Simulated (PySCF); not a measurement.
ethylenediamine cation (C2H8N2), SMILES NCCN (connectivity only; charge and spin as stated), charge +1, multiplicity 2. Atoms are numbered in the order given.

```xyz
12

N      0.1073    -1.8733     0.0000
C     -0.5512    -0.6791     0.0000
C      0.5512     0.6791     0.0000
N     -0.1073     1.8733     0.0000
H      0.4360    -2.2980     0.8621
H      0.4360    -2.2980    -0.8621
H     -1.1377    -0.5121    -0.9123
H     -1.1377    -0.5121     0.9123
H      1.1377     0.5121     0.9123
H      1.1377     0.5121    -0.9123
H     -0.4360     2.2980    -0.8621
H     -0.4360     2.2980     0.8621
```
Charge +1, spin multiplicity 2.

Coordinates come from a PBE0-D3(BJ)/def2-SVP optimisation. The multiplicity is an assumed one; no other spin state was optimised. The values are those of a single conformer.

Method: PySCF with ωB97X/def2-TZVP.

ESP charges are fitted to the potential on shells at 1.4 to 2.0 van der Waals radii. Atomic charges (e):

```csv
atom,Mulliken,ESP fit,meta-Löwdin,Löwdin,Mulliken spin
N1,-0.38,-0.70,-0.30,(withheld),0.36
C2,-0.09,-0.02,-0.07,(withheld),0.12
C3,-0.09,-0.02,-0.07,(withheld),0.12
N4,-0.38,-0.70,-0.30,(withheld),0.36
H5,0.30,0.43,0.28,(withheld),-0.01
H6,0.30,0.43,0.28,(withheld),-0.01
H7,0.18,0.18,0.16,(withheld),0.02
H8,0.18,0.18,0.16,(withheld),0.02
H9,0.18,0.18,0.16,(withheld),0.02
H10,0.18,0.18,0.16,(withheld),0.02
H11,0.30,0.43,0.28,(withheld),-0.01
H12,0.30,0.43,0.28,(withheld),-0.01
```

### Question
Complete the blanks. (An estimate is asked for; the answer gives what the named calculation found.)

### Answer

- N1, Löwdin: 0.07
- C2, Löwdin: -0.26
- C3, Löwdin: -0.26
- N4, Löwdin: 0.07
- H5, Löwdin: 0.19
- H6, Löwdin: 0.19
- H7, Löwdin: 0.15
- H8, Löwdin: 0.15
- H9, Löwdin: 0.15
- H10, Löwdin: 0.15
- H11, Löwdin: 0.19
- H12, Löwdin: 0.19

### Question
Give the Mayer and Wiberg (Löwdin basis) orders of the bonds. (An estimate is asked for; the answer gives what the named calculation found.)

### Answer

| bond | Mayer | Wiberg |
|---|---|---|
| N1–C2 | 1.25 | 1.74 |
| C2–C3 | 0.62 | 0.85 |
| C3–N4 | 1.25 | 1.74 |
| N1–H5 | 0.89 | 0.92 |
| N1–H6 | 0.89 | 0.92 |
| C2–H7 | 0.95 | 0.86 |
| C2–H8 | 0.95 | 0.86 |
| C3–H9 | 0.95 | 0.86 |
| C3–H10 | 0.95 | 0.86 |
| N4–H11 | 0.89 | 0.92 |
| N4–H12 | 0.89 | 0.92 |
